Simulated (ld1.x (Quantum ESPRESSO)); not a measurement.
## Ce (Z = 58), ultrasoft: configuration errors across variants

Ce (Z = 58), ultrasoft, made with ld1.x (Quantum ESPRESSO) 7.5 (LDA (PZ), fully relativistic). Core [Kr], reference 4d10 4f1 5s2 5p6 5d0 6s0 6p0 (charge +3). Waves: 5s (bound): rcut 1.85, rcutus 2.15 bohr; 6s (bound, empty): rcut 1.85, rcutus 2.15 bohr; 5p (bound): rcut 2.20, rcutus 3.00 bohr; 6p (bound, empty): rcut 2.20, rcutus 3.00 bohr; 4d (bound): rcut 1.00, rcutus 1.40 bohr; 5d (bound, empty): rcut 1.00, rcutus 1.40 bohr; 4f (bound): rcut 0.60, rcutus 0.85 bohr; 4f channel at 0.4 Ry: rcut 0.60, rcutus 0.85 bohr. Local part: all-electron potential smoothed inside 1.30 bohr (lloc = -1). Core correction: none. Augmentation charge: built from norm-conserving waves at rcut, not smoothed further.

Open shells are filled in proportion to 2j + 1 (rel_dist='average').

All-electron excitation energies from the reference (eV): (1) 4d10 4f1 5s2 5p6 5d1 6s2 6p0 -36.942; (2) 4d10 4f1 5s2 5p6 5d1 6s1 6p0 -30.673; (3) 4d10 4f1 5s2 5p6 5d1 6s0 6p0 -19.328; (4) 4d9 4f1 5s2 5p6 5d1 6s2 6p0 82.384; (5) 4d10 4f1 5s2 5p6 5d1.5 6s1.5 6p0 -36.533.

The overlap operator is not positive definite (basis up to 400 Ry) in “base”, “core correction a·sin(br)/r model core inside 0.34 bohr”, “core correction a·sin(br)/r model core inside 0.48 bohr”, “core correction a·sin(br)/r model core inside 0.58 bohr”, “core correction a·sin(br)/r model core inside 0.68 bohr”, “core correction a·sin(br)/r model core inside 0.76 bohr”, “core correction a·sin(br)/r model core inside 0.84 bohr”, “core correction a·sin(br)/r model core inside 0.92 bohr”, “core correction a·sin(br)/r model core inside 1.02 bohr”. Such files are unfit for use, however small their errors in these radial tests.

Tests that are not counted but printed errors over 1 eV. “core correction a·sin(br)/r model core inside 0.34 bohr”: 4d10 4f1 5s2 5p6 5d1 6s0 6p1 (solver errors, printed error -1.7 eV). “core correction a·sin(br)/r model core inside 0.48 bohr”: 4d10 4f1 5s2 5p6 5d1 6s0 6p1 (solver errors, printed error -4.2 eV). “core correction a·sin(br)/r model core inside 0.58 bohr”: 4d10 4f1 5s2 5p6 5d1 6s0 6p1 (solver errors, printed error -4.2 eV). “core correction a·sin(br)/r model core inside 0.68 bohr”: 4d10 4f1 5s2 5p6 5d1 6s0 6p1 (solver errors, printed error -4.3 eV). “core correction a·sin(br)/r model core inside 0.76 bohr”: 4d10 4f1 5s2 5p6 5d1 6s0 6p1 (solver errors, printed error -4.3 eV).

The file “base” misses its own reference levels by 1.5 eV. The file “core correction a·sin(br)/r model core inside 0.34 bohr” misses its own reference levels by 2.1 eV. The file “core correction a·sin(br)/r model core inside 0.48 bohr” misses its own reference levels by 2.0 eV. The file “core correction a·sin(br)/r model core inside 0.58 bohr” misses its own reference levels by 2.0 eV. The file “core correction a·sin(br)/r model core inside 0.68 bohr” misses its own reference levels by 2.0 eV. The file “core correction a·sin(br)/r model core inside 0.76 bohr” misses its own reference levels by 2.0 eV. The file “core correction a·sin(br)/r model core inside 0.84 bohr” misses its own reference levels by 1.9 eV. The file “core correction a·sin(br)/r model core inside 0.92 bohr” misses its own reference levels by 1.9 eV. The file “core correction a·sin(br)/r model core inside 1.02 bohr” misses its own reference levels by 1.8 eV.

Errors AE − PS in meV (a dash: test not solved or not reliable):

```csv
change,(1),(2),(3),(4),(5),bound ghosts
base,-3915,-3495,-2578,-8766,-4115,not determined (overlap not positive)
core correction a·sin(br)/r model core inside 0.34 bohr,-2884,-2594,-1981,-7274,-3127,not determined (overlap not positive)
core correction a·sin(br)/r model core inside 0.48 bohr,-3170,-2843,-2150,-7760,-3403,not determined (overlap not positive)
core correction a·sin(br)/r model core inside 0.58 bohr,-3273,-2932,-2209,-7925,-3502,not determined (overlap not positive)
core correction a·sin(br)/r model core inside 0.68 bohr,-3309,-2963,-2230,-7981,-3536,not determined (overlap not positive)
core correction a·sin(br)/r model core inside 0.76 bohr,-3363,-3010,-2261,-8063,-3588,not determined (overlap not positive)
core correction a·sin(br)/r model core inside 0.84 bohr,-3441,-3078,-2305,-8175,-3662,not determined (overlap not positive)
core correction a·sin(br)/r model core inside 0.92 bohr,-3544,-3167,-2363,-8316,-3760,not determined (overlap not positive)
core correction a·sin(br)/r model core inside 1.02 bohr,-3658,-3267,-2428,-8465,-3869,not determined (overlap not positive)
```

Question: Give the same row for: core correction a·sin(br)/r model core inside 0.42 bohr.

Answer: -3024, -2716, -2065, -7517, -3263; bound ghosts: not determined (overlap not positive). Its overlap operator is not positive definite in a basis up to 400 Ry (lowest eigenvalue p3/2 -0.54), so the file is unfit for use: the generalised eigenproblem breaks down once the basis is large enough, and its test numbers describe a broken file.
